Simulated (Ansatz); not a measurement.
`[Cl][GeH]([Cl])[GeH3]` + H–F → `[F][GeH]([Cl])[GeH3]` + HCl at 400 K and 1 bar (ligand exchange at a Ge–Cl bond).

Program: Ansatz. Geometries: PBE0-D4/def2-TZVP. ΔE: electronic, gas phase. CCSD(T)/CBS is the MP2 limit (def2-TZVPP, def2-QZVPP) plus CCSD(T) − MP2 in def2-TZVPP, frozen cores. This one scheme is used for every species. For Ge outer-core shells are correlated without core-valence functions, which leaves a few kJ/mol of doubt a bond. Scalar relativity is left out up to krypton.

```
                species  CCSD(T)/CBS energy (Eh)  H − E (kJ/mol)  S (J/(mol·K))
`[Cl][GeH]([Cl])[GeH3]`              -5074.27121           124.8          418.0
                    H–F               -100.39570            36.5          182.2
 `[F][GeH]([Cl])[GeH3]`              -4714.27861           126.0          406.8
                    HCl               -460.38127            29.6          195.4
```

H − E and S are ideal-gas, rigid-rotor, harmonic terms from PBE0-D4/def2-TZVP, for one conformer and one mirror image of each species. 1 Eh = 2625.50 kJ/mol, R = 8.31446 J/(mol·K).

Problem. By hand: ΔE, ΔH, ΔS and ΔG.

Solution. ΔE = (-4714.27861) + (-460.38127) − (-5074.27121) − (-100.39570) = 0.00703 Eh = 18.5 kJ/mol. Δ(H − E) = 126.0 + 29.6 − 124.8 − 36.5 = -5.7, so ΔH = 12.8 kJ/mol. ΔS = 406.8 + 195.4 − 418.0 − 182.2 = 2.0 J/(mol·K). ΔG = 12.8 − 400 × (2.0)/1000 = 12.0 kJ/mol.

Problem. By hand: the equilibrium constant, and the temperature at which ΔG would vanish if ΔH and ΔS stayed fixed.

Solution. log₁₀ K = −ΔG/(RT ln 10) = -1.6. ΔG = 0 at ΔH/ΔS = 6400 K, far beyond where these terms or the molecules hold.

The number of gas molecules stays the same, so ΔS is small and ΔH decides. A doubt of 5 kJ/mol in ΔE shifts log₁₀ K by 0.7 here. Other conformers and mirror images would add mixing entropy, several J/(mol·K) or more a flexible species. These are equilibria of isolated gas molecules and say nothing of rates. Largest T1 diagnostic: 0.012 (customary marks: 0.02 for closed shells, 0.045 for open ones).
